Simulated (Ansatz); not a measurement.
System: RbI, charge 1, multiplicity 2. 
Geometry from a B3LYP-D3(BJ)/def2-TZVP (Ansatz, a program for electronic structure) optimisation:
```xyz
2

Rb     0.0000     0.0000    -2.2673
I      0.0000     0.0000     1.5828
```
Charge +1, spin multiplicity 2.

Basis-set convergence of Hartree-Fock and MP2 correlation energies (hartree) with Ansatz. Valence correlation only, unless marked. UHF or UKS for open shells. No spin-orbit coupling. The frozen core is the preceding noble-gas configuration, with the filled d and f shells of earlier blocks. The outer core of K, Ca and their heavier congeners is not correlated, a term that matters for these elements. In def2 rows, elements after Kr have scalar-relativistic effective core potentials.

```json
[
 {"basis": "def2-SVPD", "functions": "62", "E(HF)": "-320.31973", "E(corr, MP2)": "-0.08228"},
 {"basis": "def2-TZVPPD", "functions": "99", "E(HF)": "-320.32778", "E(corr, MP2)": "-0.11369"},
 {"basis": "def2-QZVPPD", "functions": "154", "E(HF)": "-320.32914", "E(corr, MP2)": "-0.13041"}
]
```

Extrapolating the two largest sets (X = 3 and 4) as X^-3: E(corr) = (64·(-0.13041) - 27·(-0.11369))/37 = -0.1426 Eh, an estimate of the basis-set limit. The largest set recovers 91.4 % of it, the smallest 57.7 %.
